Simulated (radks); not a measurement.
Results of a calculation; reference values are marked as such.
Task: Spherical jellium clusters: N electrons in a uniform positive sphere of charge N and radius rs N^(1/3), rs = 3.12 bohr. Level of theory: non-relativistic Kohn-Sham, PBE, spin-polarised, spherical densities (a radial shooting solver with Libxc functionals). Levels are named by radial order and angular momentum (1s, 1p, 1d, 2s, ...), and open shells are averaged over m. Each electron was tried in the lowest free levels, single moves between levels near the top were tried too, and the lowest total energy was kept; such a search can miss a lower state. Give the order in which the levels fill up to N = 22, the shell closures and the spin along the way.

Result: Shells are first occupied in the order 1s, 1p, 1d, 2s, 1f. Open shells at each N (closed shells left out): 1: 1s(up 1, down 0); 2: none; 3: 1p(up 1, down 0); 4: 1p(up 2, down 0); 5: 1p(up 3, down 0); 6: 1p(up 3, down 1); 7: 1p(up 3, down 2); 8: none; 9: 1d(up 1, down 0); 10: 1d(up 2, down 0); 11: 1d(up 3, down 0); 12: 1d(up 4, down 0); 13: 1d(up 5, down 0); 14: 1d(up 5, down 0) 2s(up 1, down 0); 15: 1d(up 5, down 2); 16: 1d(up 5, down 3); 17: 1d(up 5, down 4); 18: none; 19: 2s(up 1, down 0); 20: none; 21: 1f(up 1, down 0); 22: 1f(up 2, down 0). All shells are closed at N = 2, 8, 18, 20 (there: 1s2 1p6 1d10 2s2). Largest 2S: 6, at N = 14.
